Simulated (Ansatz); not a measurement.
A run for Ansatz (a quantum-chemistry and plane-wave program): R-SVWN5/def2-TZVPP on CH4OSn (SMILES [CH3][Sn][OH]), a point of a torsion scan. Elements past Kr take the def2 small-core potentials; no spin–orbit coupling.

Ansatz 0.2 input:
```yaml
crystal:
  periodic: [false, false, false]
  atoms:
    - {symbol: C, position_ang: [-1.01261666, -0.03844975, 0.03575975]}
    - {symbol: Sn, position_ang: [0.54278372, 1.61041448, -0.07133069]}
    - {symbol: O, position_ang: [2.11950740, 0.30675950, 0.09946034]}
    - {symbol: H, position_ang: [-0.58765052, -0.96345610, -0.35419774]}
    - {symbol: H, position_ang: [-1.93134962, 0.17320393, -0.51613738]}
    - {symbol: H, position_ang: [-1.29568905, -0.22607442, 1.07454543]}
    - {symbol: H, position_ang: [2.96212566, 0.51248873, 0.49508988]}
basis:
  gaussian:
    orbitals: def2-TZVPP
hamiltonian:
  xc: {name: SVWN5}
scf: {lower_state_search: off}
```

The head of its log:

```
WARN ansatz: RAYON_NUM_THREADS=1 ignored (pool sized by the plan → 1); use --threads N
Functional definition: SVWN5
these checks for a lower state are left out or cut short: stability, starts, cluster_reference, orbital_swaps, neighbouring_geometries, increment
integrals: 0.07 GiB planned
955 factors; their error is unknown
mean field: 0.53 GiB planned
mean field evaluation 1: about -8928.3442 eV, gradient 9.9e1 eV
mean field evaluation 2: about -8771.3153 eV, gradient 2.2e2 eV
```

Task: Give the final energy of this run.

Result: -328.8469 hartree.
